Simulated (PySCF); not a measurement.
Computed shifts of a molecule CH8N2OSi, PBE/pcSseg-1 in PySCF, GIAO, gas phase, atoms alike by connectivity averaged where their shifts nearly agree, in ppm (number of nuclei): ¹³C: 31.6 (1). ¹⁵N: 54.7 (1), 26.5 (1). ²⁹Si: -34.6 (1). ¹H: 5.38 (1), 2.96 (3), 1.57 (1), 0.94 (1), 0.67 (1), 0.41 (1). References: ¹³C against TMS (σ = 182.0 ppm); ¹⁵N against NH3 (σ = 267.0 ppm); ²⁹Si against TMS (σ = 335.4 ppm); ¹⁷O against H2O (σ = 334.3 ppm); ¹H against TMS (σ = 31.49 ppm), references at their B3LYP-D3(BJ)/def2-TZVP geometries, non-relativistic. Geometry: ωB97X-D3(BJ)/def2-SVP. The values are those of a single conformer.

### Question
Identify the compound among the candidates.
(A) NC[Si@@H](N)O
(B) C[Si](N)(N)O
(C) CO[SiH](N)N
(D) CN[Si@@H](N)O

### Answer
D, CN[Si@@H](N)O
